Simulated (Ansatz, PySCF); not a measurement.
Energy difference 0.5 R1 + R2 → P1, each structure at its B3LYP-D3(BJ)/def2-TZVP stationary point, reached from a drawn start (curvature not checked).
R1, O2 (SMILES O=O) (charge 0, multiplicity 3, Z-matrix in Å and degrees):
```
O
O 1 1.2043
```
P1, O4Ru (SMILES [O]=[Ru](=[O])(=[O])=[O]) (charge 0, multiplicity 1):
```json
[
 {"atom": "Ru", "x (Å)": "0.0000", "y (Å)": "0.0000", "z (Å)": "0.0000"},
 {"atom": "O", "x (Å)": "0.9691", "y (Å)": "0.9691", "z (Å)": "0.9691"},
 {"atom": "O", "x (Å)": "0.9691", "y (Å)": "-0.9691", "z (Å)": "-0.9691"},
 {"atom": "O", "x (Å)": "-0.9691", "y (Å)": "0.9691", "z (Å)": "-0.9691"},
 {"atom": "O", "x (Å)": "-0.9691", "y (Å)": "-0.9691", "z (Å)": "0.9691"}
]
```
R2, O3Ru (SMILES [O]=[Ru](=[O])=[O]) (charge 0, multiplicity 1):
```json
[
 {"atom": "Ru", "x (Å)": "0.0000", "y (Å)": "0.0000", "z (Å)": "0.0000"},
 {"atom": "O", "x (Å)": "1.6743", "y (Å)": "0.0000", "z (Å)": "0.0000"},
 {"atom": "O", "x (Å)": "-0.8371", "y (Å)": "1.4499", "z (Å)": "0.0000"},
 {"atom": "O", "x (Å)": "-0.8371", "y (Å)": "-1.4499", "z (Å)": "0.0000"}
]
```

P less R. No zero-point or thermal terms; singlets are restricted closed shells; open shells are unrestricted; no spin–orbit coupling. The spin states of the d-block species are the ones drawn and need not be the lowest.

Correlated levels freeze the cores.

Codes used: Ansatz (Gaussian orbitals); PySCF for the D3/D4 terms. No computed number here is a measurement. Elements past Kr take the def2 small-core potentials, without spin–orbit coupling.

```
level                        reaction energy (kJ/mol)
---------------------------  ------------------------
BLYP/def2-TZVPP                                -178.7
BLYP-D4/def2-TZVPP                             -187.2
B97M-V/def2-TZVPP                              -178.3
BHLYP-D3(BJ)/def2-TZVPP                         -24.5
CAM-B3LYP-D3(BJ)/def2-TZVPP                     -87.2
SCS-MP2/def2-QZVPP                             -288.4
CCSD/def2-SVP                                   -14.7
CCSD(T)/def2-SVP                               -110.4
CCSD(T)/def2-QZVPP                                  …
```

### Question
Some entries are withheld; supply them.

### Answer

- CCSD(T)/def2-QZVPP, reaction energy (kJ/mol): -140.0

Ansatz is an electronic-structure program.
